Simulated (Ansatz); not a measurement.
A geometry relaxed with r2SCAN-D4/def2-TZVP in Ansatz (a first-principles code), charge 0, multiplicity 1:

```xyz
12

O     -0.0769     1.8369    -1.0635
Si     0.0530     0.7443     0.1830
H      1.9219    -1.6854     1.0267
H     -3.1195     0.6052     0.5886
Si     1.7944    -0.7960    -0.1595
H      0.3324     1.4381     1.4791
H      1.5411    -1.6373    -1.3595
H     -1.9399    -1.3068     1.4834
H      0.7036     2.3597    -1.2688
H      3.0921    -0.0901    -0.3566
H     -2.2945    -1.1169    -0.8972
Si    -2.0078    -0.3516     0.3444
```

### Question
Write the SMILES of this molecule.

### Answer
`O[SiH]([SiH3])[SiH3]`
